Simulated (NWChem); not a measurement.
# GeSiH4, singlet; SMILES [SiH3][GeH]

```xyz
6

Ge    -0.0404     0.8697     0.0000
H      1.5564     0.8117     0.0000
Si    -0.0217    -1.5897     0.0000
H      0.7117    -2.0852     1.2126
H      0.7117    -2.0852    -1.2126
H     -1.3821    -2.2145     0.0000
```
Atoms are numbered in this order, from 1.

Low-valent species are run as closed-shell singlets; no triplet was tried in these runs. Structure relaxed at the PBE0/def2-SVP level.

Symmetry labels are those of Cs in the frame above (b1 and b2, or b-type labels, depend on it).

Q: List the 4 lowest vertical singlet excitations from CAM-B3LYP/def2-SVPD, TDA (NWChem).

A: 
| state | energy (eV) | oscillator strength | symmetry | leading excitation (squared amplitude) |
|---|---|---|---|---|
| S1 | 2.00 | 0.005 | a" | HOMO → LUMO (0.99) |
| S2 | 3.44 | 0.005 | a" | HOMO−1 → LUMO (0.98) |
| S3 | 5.82 | 0.071 | a' | HOMO → LUMO+1 (0.67) |
| S4 | 5.95 | 0.005 | a" | HOMO−3 → LUMO (0.98) |
